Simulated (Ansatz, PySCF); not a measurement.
Process, species as SMILES: CCCC[C@H](C)Cl [(2S)-2-chlorohexane] -> [CH2][C@H](Cl)CCCC + H atom (the C-H bond at the site shown breaks; other sites are not compared here)
Geometries: B3LYP-D3(BJ)/def2-TZVP minima from Ansatz (a first-principles code), one conformer each, not searched for the lowest. Frequencies are from PySCF.

Quantity: bond dissociation energy (enthalpy at 298 K, with B3LYP-D3(BJ) rigid-rotor harmonic-oscillator terms), in kJ/mol. Valence correlation only, unless marked. UHF or UKS for open shells. Spin-orbit coupling is left out. No relativistic terms. Basis-set limits of correlation are two-point, X^-3; Hartree-Fock from the larger set. [CCSD(T)-MP2]/basis is that difference in the basis named.

RI-MP2/CBS(cc-pV(T+d)Z,cc-pV(Q+d)Z)+[CCSD(T)-MP2]/cc-pV(T+d)Z (Ansatz) gives 429.3 kJ/mol.

Task: Another calculation gave 407.0 kJ/mol. Which level was it?
A. HSE06/def2-TZVPD (Ansatz)
B. SVWN5/def2-TZVPD (Ansatz)
C. wB97X-V/def2-TZVPD (Ansatz)
D. revPBE/def2-TZVPD (Ansatz)

Result: A, HSE06/def2-TZVPD (Ansatz). The others give 424.0 (wB97X-V), 393.2 (revPBE), 455.1 (SVWN5) kJ/mol.
